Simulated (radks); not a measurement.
Charge is removed step by step from the 1s down level of F, starting from 1s(up 1, down 1) 2s2 2p5. All-electron calculation, non-relativistic Kohn-Sham, r2SCAN, spin-polarised, spherical densities, point nucleus; open shells are filled with parallel spins first; meta-GGA in the generalised Kohn-Sham scheme. Program: a radial shooting solver on a logarithmic mesh with Libxc functionals.

[
 {"removed (e)": "0", "E - E(0) (eV)": "0.000", "eigenvalue (eV)": "-668.36", "E minus straight line (eV)": "0.000"},
 {"removed (e)": "0.1", "E - E(0) (eV)": "67.180", "eigenvalue (eV)": "-675.21", "E minus straight line (eV)": "-2.566"},
 {"removed (e)": "0.2", "E - E(0) (eV)": "135.04", "eigenvalue (eV)": "-681.92", "E minus straight line (eV)": "-4.453"},
 {"removed (e)": "0.3", "E - E(0) (eV)": "203.56", "eigenvalue (eV)": "-688.43", "E minus straight line (eV)": "-5.679"},
 {"removed (e)": "0.4", "E - E(0) (eV)": "272.71", "eigenvalue (eV)": "-694.66", "E minus straight line (eV)": "-6.268"},
 {"removed (e)": "0.5", "E - E(0) (eV)": "342.48", "eigenvalue (eV)": "-700.50", "E minus straight line (eV)": "-6.251"},
 {"removed (e)": "0.6", "E - E(0) (eV)": "412.80", "eigenvalue (eV)": "-705.79", "E minus straight line (eV)": "-5.676"},
 {"removed (e)": "0.7", "E - E(0) (eV)": "483.61", "eigenvalue (eV)": "-710.24", "E minus straight line (eV)": "-4.611"},
 {"removed (e)": "0.8", "E - E(0) (eV)": "554.80", "eigenvalue (eV)": "-713.34", "E minus straight line (eV)": "-3.164"},
 {"removed (e)": "0.9", "E - E(0) (eV)": "626.20", "eigenvalue (eV)": "-714.07", "E minus straight line (eV)": "-1.512"},
 {"removed (e)": "1", "E - E(0) (eV)": "697.45", "eigenvalue (eV)": "-709.77", "E minus straight line (eV)": "0.000"}
]

Removing the whole electron costs 697.45 eV by Delta-SCF, against 668.36 eV from minus the eigenvalue at the starting occupation. Slater's transition state (half an electron removed) gives 700.50 eV. Integrating minus the eigenvalue over the occupation (Janak's theorem) gives 697.45 eV. The mean slope of the eigenvalue, de/dn, is 41.4 eV per electron.
